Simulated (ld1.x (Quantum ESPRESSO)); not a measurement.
**Reading a pseudo-wave (Cu (Z = 29))**

Columns: radius, all-electron u(r) and pseudo u(r) of the 3d shell (level -7.15 eV) of copper in the configuration [Ne] 3s2 3p6 3d10 4s0 4p1; PBE, scalar-relativistic, TM scheme, ld1.x (Quantum ESPRESSO) 7.5.

```
r (bohr)  all-electron  pseudo
   0.050        0.0199  0.0039
   0.100        0.1035  0.0297
   0.150        0.2356  0.0935
   0.200        0.3863  0.2014
   0.250        0.5329  0.3473
   0.300        0.6622  0.5149
   0.350        0.7684  0.6823
   0.400        0.8504  0.8286
   0.450        0.9095  0.9393
   0.500        0.9480  1.0088
   0.550        0.9690  1.0397
   0.600        0.9758  1.0405
   0.650        0.9715  1.0213
   0.700        0.9587  0.9915
   0.750        0.9397  0.9578
   0.800        0.9163  0.9243
   0.850        0.8899  0.8925
   0.900        0.8615  0.8620
   0.950        0.8321  0.8321
   1.000        0.8022  0.8022
   1.050        0.7722  0.7722
   1.100        0.7426  0.7426
   1.150        0.7135  0.7135
   1.200        0.6852  0.6852
   1.250        0.6577  0.6577
   1.300        0.6312  0.6312
```

(1) How many radial nodes do the two functions have?

(2) At about which radius was the pseudo-wave matched?

(3) Where does each function peak?

(4) Is the pseudo-wave norm-conserving?

Results:

(1) The all-electron 3d function has n − l − 1 = 0; the pseudo-wave has 0.

(2) 1.00 bohr. The columns agree to 0.0005 from 0.90 bohr on; several derivatives are matched, so the curves merge somewhat inside the radius.

(3) Outermost all-electron maximum near 0.60 bohr, pseudo maximum near 0.60 bohr (to the table’s step).

(4) Yes: the TM scheme keeps the norm inside the radius equal to the all-electron one, which fixes the energy derivative of the logarithmic derivative at the level.
